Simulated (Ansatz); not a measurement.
Geometry optimisation, RHF/6-31G* (Ansatz).

input.yaml

```yaml
crystal:
  periodic: [false, false, false]
  atoms:
    - { symbol: "N", position_ang: [0.1456, -1.5985, 1.0279] }
    - { symbol: B, position_ang: [0.5524, -0.4722, 0.0467] }
    - { symbol: "N", position_ang: [1.8314, 0.2725, 0.2865] }
    - { symbol: "N", position_ang: [-0.2222, -0.1015, -1.1729] }
    - { symbol: B, position_ang: [-0.9703, 1.2232, -0.9284] }
    - { symbol: O, position_ang: [-1.9922, 1.3776, 0.1283] }
    - { symbol: H, position_ang: [0.85449, -2.31693, 0.94966] }
    - { symbol: H, position_ang: [0.26861, -1.116, 1.97013] }
    - { symbol: H, position_ang: [2.3094, -0.1232, 1.1955] }
    - { symbol: H, position_ang: [2.4983, 0.0564, -0.4794] }
    - { symbol: H, position_ang: [-1.0692, -0.8206, -1.2362] }
    - { symbol: H, position_ang: [-0.7149, 2.1567, -1.5976] }
    - { symbol: H, position_ang: [-1.544, 1.6844, 0.9179] }
basis:
  gaussian: { orbitals: "6-31G*" }
hamiltonian:
  xc: hf
relax:
  f_tol: 0.015
  max_steps: 40
```

Launched with:

```bash
$ ansatz run input.yaml --threads 1 --pin off --max-ram 2048MiB --backend cpu --events-out ev --progress --plain --runs-dir out
```

Question: Where does it end, and by what steps?

Answer: It converged. The force dipped under the threshold on the way, but the program's further checks kept it going. After 23 steps the energy has fallen by 3.578 eV; H13 moved furthest, 2.20 Å.

```csv
step,energy less start (eV),largest force component (eV/Å),accepted
0,0.0000,3.679,yes
1,-1.0114,1.758,yes
2,-1.3862,1.967,yes
3,-1.6425,1.353,yes
4,-1.8760,1.210,yes
5,-2.0966,0.891,yes
6,-2.3187,0.976,yes
7,-2.5593,0.870,yes
8,-2.7668,1.353,yes
9,-3.0038,1.247,yes
10,-3.2053,1.088,yes
11,-3.3890,0.601,yes
12,-3.4990,0.407,yes
13,-3.5509,0.262,yes
14,-3.5599,0.138,yes
15,-3.5650,0.233,yes
16,-3.5750,0.062,yes
17,-3.5768,0.098,yes
18,-3.5774,0.075,yes
19,-3.5766,0.155,no
20,-3.5782,0.008,yes
21,-3.5783,0.021,yes
22,-3.5783,0.017,yes
23,-3.5783,0.010,yes
```

```xyz
13
Properties=species:S:1:pos:R:3
N 0.669 -1.935 0.909
B 0.669 -0.624 0.352
N 1.898 0.029 0.067
N -0.605 0.024 0.088
B -0.881 1.294 -0.450
O -2.182 1.678 -0.603
H 1.500 -2.435 1.125
H -0.160 -2.433 1.138
H 2.783 -0.391 0.232
H 1.956 0.939 -0.326
H -1.421 -0.507 0.319
H -0.002 2.039 -0.774
H -2.274 2.543 -0.970
```

Whether the end is a true minimum wasn't checked by a vibrational analysis.

Time of the run: 2.1 min on 1 thread of AMD EPYC (Zen 3), on a shared host, peak memory 0.22 GiB.
